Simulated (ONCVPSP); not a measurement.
Ag: one change to an ONCV potential, before and after

silver (Ag), optimised norm-conserving Vanderbilt (ONCV), made with ONCVPSP 4.0.1 (PW91, scalar-relativistic). Core [Kr], reference 4d10 5s0.5 (charge +0.5). Waves: 5s: rc 2.25 bohr, ncon 4, nbas 7, qcut 2.7 1/bohr, 2 projectors, debl 1.3 Ha; p scattering state at 0.28 Ha: rc 2.45 bohr, ncon 5, nbas 8, qcut 3.6 1/bohr, 2 projectors, debl 3.9 Ha; 4d: rc 1.25 bohr, ncon 4, nbas 7, qcut 9.2 1/bohr, local. Local part: the d channel. Core correction: Teter function, fcfact 2.5, rcfact 1.7.

In the p channel the program set the typed energies aside and used 0.050, 3.950 Ha.

All-electron outer shells of the reference configuration (PW91, scalar-relativistic, ld1.x):

| shell | level (eV) | outermost node (bohr) | outermost maximum (bohr) |
| --- | --- | --- | --- |
| 4p | -62.58 | 0.44 | 0.87 |
| 4d | -11.44 | 0.43 | 1.04 |
| 5s | -7.78 | 1.11 | 2.43 |

Change: fully relativistic.

Cutoffs: the cutoffs (Ha) at which the residual kinetic energy of the hardest occupied pseudo-wave falls to 1 and 0.1 mHa per electron; they do not see the model core or the augmentation charge, which bear on the density cutoff. Errors are all-electron minus pseudo energies relative to the spin-unpolarised reference configuration.

Predict the effect on cutoff, ghosts and configuration errors.

The potential gets neither clearly harder nor softer (34 Ha and 40 Ha → 34 Ha and 41 Ha); both files keep a bound ghost (s); the miss of the reference levels goes from 0.00 to 0.34 eV; of the 4 tests that both files solve, the error grows in 1 and shrinks in 0 by more than 15 % and 0.3 meV (median size 47.4 → 44.6 meV). In the changed file the local d channel has no projectors, so it cannot carry the spin–orbit splitting, and the file is wrong for that shell.

```tsv
quantity	base	changed
cutoff, loose	34 Ha	34 Ha
cutoff, tight	40 Ha	41 Ha
loose cutoff by channel	s 4.4 Ha, d 34 Ha	s 4.4 Ha, d 34 Ha
bound ghosts	s	s
GHOST(+) flags under 300 eV	p at 55.1 eV	p3/2 at 54.3 eV, p1/2 at 57.3 eV
largest miss of a reference level, eV	0.00	0.34
error for 4d10 5s1, meV [ΔE -3.05 eV]	-3.3	-3.9
error for 4d10 5s0, meV [ΔE 4.78 eV]	-7.6	-6.8
error for 4d9 5s0, meV [ΔE 26.97 eV]	-87	-82
error for 4d9 5s1 5p1, meV [ΔE 5.55 → 5.55 eV]	-102	-100
s: phases at 2.28 bohr within 0.05 rad from the reference energy up to (Ha; the scan ends near 5)	2.8	2.8
rms error of d²Exc/dni dnj with the model core, mHa	0.72	3.81
```

 A true bound ghost makes a file unfit for plane-wave use even where its test errors are small: the radial tests pick states by their node count and pass the ghost by.
